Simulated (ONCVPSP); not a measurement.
# Ar: one change to an ONCV potential, before and after

ONCVPSP 4.0.1 input, shortened (lines: element, Z, core and valence counts, functional; n l f; lmax; l rc ep ncon nbas qcut; lloc lpopt rc5 dvloc0; l nproj debl; icmod fcfact rcfact), PBE, scalar-relativistic:

```
  Ar 18.00    3    2        4      upf
    1    0    2.00
    2    0    2.00
    2    1    6.00
    3    0    2.00
    3    1    6.00
    1
    0    0.95    0.00    3    6    8.90
    1    0.95    0.00    5    8    8.10
    4    4    0.90    0.00
    0    3    1.20
    1    1    1.50
    3    4.00    1.35
```

Change: s: qcut 5.9; p: qcut 5.4.

Cutoffs: the cutoffs (Ha) at which the residual kinetic energy of the hardest occupied pseudo-wave falls to 1 and 0.1 mHa per electron; they do not see the model core or the augmentation charge, which bear on the density cutoff. Errors are all-electron minus pseudo energies relative to the spin-unpolarised reference configuration.

Task: Predict the effect on cutoff, ghosts and configuration errors.

Result: The potential gets neither clearly harder nor softer (199 Ha and 227 Ha → 202 Ha and 229 Ha); both files keep a bound ghost (s); the errors of the 4 common tests hardly move.

| quantity | base | changed |
| --- | --- | --- |
| cutoff, loose | 199 Ha | 202 Ha |
| cutoff, tight | 227 Ha | 229 Ha |
| loose cutoff by channel | s 34 Ha, p 199 Ha | s 30 Ha, p 202 Ha |
| bound ghosts | s | s |
| GHOST(+) flags under 300 eV | none | none |
| error for 3s2 3p5, meV [ΔE 16.06 eV] | +4.1 | +4.1 |
| error for 3s2 3p4, meV [ΔE 44.72 eV] | +25 | +25 |
| error for 3s2 3p3, meV [ΔE 87.30 eV] | +71 | +71 |
| error for 3s2 3p5.5, meV [ΔE 6.55 eV] | +0.7 | +0.7 |
| s: phases at 0.97 bohr within 0.05 rad from the reference energy up to (Ha; the scan ends near 5) | to the end of the scan | to the end of the scan |
| p: phases at 0.97 bohr within 0.05 rad from the reference energy up to (Ha; the scan ends near 5) | 1.6 | 1.6 |
| rms error of d²Exc/dni dnj with the model core, mHa | 0.38 | 0.32 |

 A true bound ghost makes a file unfit for plane-wave use even where its test errors are small: the radial tests pick states by their node count and pass the ghost by.
